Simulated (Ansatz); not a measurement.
`[OH][SbH2]` and `[GaH2][O][SbH2]` differ in one atom or group.

Ansatz, PBE0-D4/def2-TZVP geometries, multiplicity 1. 

Elements past krypton have def2 core potentials. Scalar relativity is left out up to krypton.

```
                                        property  `[OH][SbH2]`
               LUMO energy (PBE/def2-TZVPP) / eV         -1.93
              HOMO energy (PBE0/def2-TZVPP) / eV         -7.39
           HOMO energy (ωB97M-V/def2-TZVPP) / eV         -9.51
            HOMO–LUMO gap (PBE0/def2-TZVPP) / eV          6.24
  size of the dipole moment (PBE/def2-TZVPP) / D          1.78
size of the dipole moment (B3LYP/def2-TZVPP) / D          1.97
```

Question: What does the change do to each property? (An estimate is asked.)

Answer: The calculation gave: 
```csv
property,`[GaH2][O][SbH2]`,shift
LUMO energy (PBE/def2-TZVPP) / eV,-2.05,-0.12
HOMO energy (PBE0/def2-TZVPP) / eV,-7.22,0.17
HOMO energy (ωB97M-V/def2-TZVPP) / eV,-9.34,0.17
HOMO–LUMO gap (PBE0/def2-TZVPP) / eV,5.97,-0.27
size of the dipole moment (PBE/def2-TZVPP) / D,0.64,-1.14
size of the dipole moment (B3LYP/def2-TZVPP) / D,0.70,-1.27
```

With PBE0 the HOMO rises by 0.17 eV and the LUMO falls by 0.11 eV, so the gap narrows by about 0.28 eV. PBE moves the HOMO by 0.13 eV and ωB97M-V by 0.17 eV. The zero-point energy changes by 10.0 kJ/mol with +6 modes. Dipoles are sizes alone; their direction can turn.

B3LYP here is the variant with VWN-RPA as its local correlation; programs differ in this.

Spin–orbit coupling is left out; it splits and shifts lone-pair levels of the heavy atoms by tenths of an eV.
